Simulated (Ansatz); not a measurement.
The same path of AsH₄Si (6 atoms, charge 0, multiplicity 2) was run twice with different band settings. The coordinate that changes most is the dihedral H5–Si1–As2–H6.

These are results of UKS PBE-D4/def2-SVP in Ansatz, not measurements.

Relaxed end points:

```xyz
6
Properties=species:S:1:pos:R:3
Si -0.217 -0.295 -0.471
As 0.875 -0.163 1.641
H -1.599 0.307 -0.400
H -0.339 -1.737 -0.880
H 0.564 0.445 -1.528
H 0.758 1.379 1.592
```

```xyz
6
Properties=species:S:1:pos:R:3
Si -0.351 -0.140 -0.458
As 0.158 0.673 1.723
H -1.834 -0.034 -0.683
H 0.058 -1.583 -0.615
H 0.357 0.671 -1.513
H 1.654 0.349 1.499
```

Common settings: movable images 7; climbing image yes; spring 5.0 eV/Å²; optimiser quadratic models (default); start path through a guess of the saddle point; force threshold 0.03 eV/Å; end points relaxed.

| run | iteration limit |
| --- | --- |
| 1 | 48 |
| 2 | 10 |

(1) What does each run give, and how far can it be trusted?

Answers

(1) Run 1: converged after 5 iterations, highest image 0.036 eV above the first end. A vibrational analysis at the climbing image gives one clearly imaginary mode, 158i cm⁻¹: a first-order saddle point.
Run 2: converged after 5 iterations, highest image 0.036 eV above the first end. Another band between the same ends (7 images) ends at a top of the same energy, where a vibrational analysis finds 1 clearly imaginary mode.
